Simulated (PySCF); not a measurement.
C4H3Cl2F, SMILES FC(/C=C\Cl)=C/Cl. Atoms are numbered in the order given.

```xyz
10

F     -1.5783    -0.4114     0.0000
C     -0.5176     0.3930     0.0000
C      0.7870    -0.2277     0.0000
C      1.1112    -1.5303     0.0000
Cl     0.0339    -2.8635     0.0000
C     -0.7616     1.7171     0.0000
Cl     0.4658     2.9141     0.0000
H      1.6225     0.4761     0.0000
H      2.1604    -1.8332     0.0000
H     -1.7873     2.0885     0.0000
```

Geometry optimised at PBE0-D3(BJ)/def2-SVP. The structure was generated by enumeration; whether it is a known compound was not checked. One conformer was computed; it need not be the lowest.

Method: r2SCAN/def2-TZVP (PySCF).

The molecule is in vacuum.

Task: Estimate the frontier levels, gap, dipole moment and polarisability. (An estimate is asked for; the answer gives what the named calculation found.)

Result: 
```
Item                                                                                                             Value
---------------------------------------------------------------------------------------------  -----------------------
highest occupied level                                                                                        -5.92 eV
lowest empty level                                                                                            -2.41 eV
orbital gap                                                                                                    3.51 eV
dipole moment                                                                                                   1.09 D
quadrupole, principal values (traceless, Buckingham form, about the centre of nuclear charge)   -5.08, -3.10, 8.18 D·Å
mean static polarisability                                                                       81.6 bohr³ (12.10 Å³)
polarisability, principal values                                                               43.1, 66.9, 134.9 bohr³
```
